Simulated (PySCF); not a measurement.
Isomers of [C7H13]+.

All values: PBE0/pcSseg-1 (PySCF) at GFN2-xTB geometries, gas phase, one conformer each.

Question: Rank by HOMO energy, highest first.
A. `[CH2:1]=[CH:2][C+:3]([CH3:4])[CH2:5][CH2:6][CH3:7]` (charge +1) with C1–C2–C3–C4 -171°, C2–C3–C5–C6 74°, C3–C5–C6–C7 -88°
B. `[CH2:1]=[CH:2][CH2:3][CH2:4][C+:5]([CH3:6])[CH3:7]` (charge +1) with C1–C2–C3–C4 129°, C2–C3–C4–C5 -58°, C3–C4–C5–C6 -16°
C. `[CH3:1][C+:2]1[CH2:3][CH2:4][CH2:5][CH2:6][CH2:7]1` (charge +1) with C1–C2–C3–C4 102°, C2–C3–C4–C5 57°, C3–C4–C5–C6 -57°, C4–C5–C6–C7 58°
D. `[CH2:1]=[C:2]([CH3:3])[CH2:4][C+:5]([CH3:6])[CH3:7]` (charge +1) with C1–C2–C4–C5 89°, C2–C4–C5–C6 86°
E. `[CH2:1]=[C:2]([CH3:3])[C+:4]([CH3:5])[CH2:6][CH3:7]` (charge +1) with C1–C2–C4–C5 -20°, C2–C4–C6–C7 -177°

Answer: B (-11.65 eV), D (-12.48 eV), E (-13.22 eV), A (-13.60 eV), C (-13.99 eV).

Question: Rank by HOMO–LUMO gap, lowest first.
A. `[CH3:1][C+:2]1[CH2:3][CH2:4][CH2:5][CH2:6][CH2:7]1` (charge +1) with C1–C2–C3–C4 102°, C2–C3–C4–C5 57°, C3–C4–C5–C6 -57°, C4–C5–C6–C7 58°
B. `[CH2:1]=[CH:2][C+:3]([CH3:4])[CH2:5][CH2:6][CH3:7]` (charge +1) with C1–C2–C3–C4 -171°, C2–C3–C5–C6 74°, C3–C5–C6–C7 -88°
C. `[CH2:1]=[C:2]([CH3:3])[C+:4]([CH3:5])[CH2:6][CH3:7]` (charge +1) with C1–C2–C4–C5 -20°, C2–C4–C6–C7 -177°
D. `[CH2:1]=[CH:2][CH2:3][CH2:4][C+:5]([CH3:6])[CH3:7]` (charge +1) with C1–C2–C3–C4 129°, C2–C3–C4–C5 -58°, C3–C4–C5–C6 -16°

Answer: D (3.47 eV), C (4.83 eV), B (5.24 eV), A (6.03 eV).

Question: Rank by LUMO energy, lowest first.
A. `[CH2:1]=[CH:2][CH2:3][CH2:4][C+:5]([CH3:6])[CH3:7]` (charge +1) with C1–C2–C3–C4 129°, C2–C3–C4–C5 -58°, C3–C4–C5–C6 -16°
B. `[CH2:1]=[C:2]([CH3:3])[CH2:4][C+:5]([CH3:6])[CH3:7]` (charge +1) with C1–C2–C4–C5 89°, C2–C4–C5–C6 86°
C. `[CH2:1]=[CH:2][C+:3]([CH3:4])[CH2:5][CH2:6][CH3:7]` (charge +1) with C1–C2–C3–C4 -171°, C2–C3–C5–C6 74°, C3–C5–C6–C7 -88°
D. `[CH3:1][C+:2]1[CH2:3][CH2:4][CH2:5][CH2:6][CH2:7]1` (charge +1) with C1–C2–C3–C4 102°, C2–C3–C4–C5 57°, C3–C4–C5–C6 -57°, C4–C5–C6–C7 58°

Answer: C (-8.36 eV), A (-8.18 eV), D (-7.96 eV), B (-7.59 eV).

All values together:

```json
{"SMILES": "C=C[C+](C)CCC", "HOMO (eV)": "-13.60", "LUMO (eV)": "-8.36", "lowest IAO charge (e)": "-0.438 (C)", "highest IAO charge (e)": "+0.264 (C)", "lowest Hirshfeld charge (e)": "-0.099 (C)", "highest Hirshfeld charge (e)": "+0.179 (C)"}
{"SMILES": "C=C[C+](C)C(C)C", "HOMO (eV)": "-13.67", "LUMO (eV)": "-8.46", "lowest IAO charge (e)": "-0.438 (C)", "highest IAO charge (e)": "+0.289 (C)", "lowest Hirshfeld charge (e)": "-0.099 (C)", "highest Hirshfeld charge (e)": "+0.193 (C)"}
{"SMILES": "C[C+]1CCCCC1", "HOMO (eV)": "-13.99", "LUMO (eV)": "-7.96", "lowest IAO charge (e)": "-0.443 (C)", "highest IAO charge (e)": "+0.340 (C)", "lowest Hirshfeld charge (e)": "-0.071 (C)", "highest Hirshfeld charge (e)": "+0.221 (C)"}
{"SMILES": "C=C(C)C[C+](C)C", "HOMO (eV)": "-12.48", "LUMO (eV)": "-7.59", "lowest IAO charge (e)": "-0.441 (C)", "highest IAO charge (e)": "+0.294 (C)", "lowest Hirshfeld charge (e)": "-0.101 (C)", "highest Hirshfeld charge (e)": "+0.195 (C)"}
{"SMILES": "C=CCC[C+](C)C", "HOMO (eV)": "-11.65", "LUMO (eV)": "-8.18", "lowest IAO charge (e)": "-0.445 (C)", "highest IAO charge (e)": "+0.354 (C)", "lowest Hirshfeld charge (e)": "-0.080 (C)", "highest Hirshfeld charge (e)": "+0.236 (C)"}
{"SMILES": "C=C(C)[C+](C)CC", "HOMO (eV)": "-13.22", "LUMO (eV)": "-8.39", "lowest IAO charge (e)": "-0.435 (C)", "highest IAO charge (e)": "+0.279 (C)", "lowest Hirshfeld charge (e)": "-0.099 (C)", "highest Hirshfeld charge (e)": "+0.193 (C)"}
```

Conformers: `[CH2:1]=[CH:2][C+:3]([CH3:4])[CH2:5][CH2:6][CH3:7]` (charge +1) with C1–C2–C3–C4 -171°, C2–C3–C5–C6 74°, C3–C5–C6–C7 -88°; `[CH2:1]=[CH:2][C+:3]([CH3:4])[CH:5]([CH3:6])[CH3:7]` (charge +1) with C1–C2–C3–C4 10°, C2–C3–C5–C6 -79°; `[CH3:1][C+:2]1[CH2:3][CH2:4][CH2:5][CH2:6][CH2:7]1` (charge +1) with C1–C2–C3–C4 102°, C2–C3–C4–C5 57°, C3–C4–C5–C6 -57°, C4–C5–C6–C7 58°; `[CH2:1]=[C:2]([CH3:3])[CH2:4][C+:5]([CH3:6])[CH3:7]` (charge +1) with C1–C2–C4–C5 89°, C2–C4–C5–C6 86°; `[CH2:1]=[CH:2][CH2:3][CH2:4][C+:5]([CH3:6])[CH3:7]` (charge +1) with C1–C2–C3–C4 129°, C2–C3–C4–C5 -58°, C3–C4–C5–C6 -16°; `[CH2:1]=[C:2]([CH3:3])[C+:4]([CH3:5])[CH2:6][CH3:7]` (charge +1) with C1–C2–C4–C5 -20°, C2–C4–C6–C7 -177°.
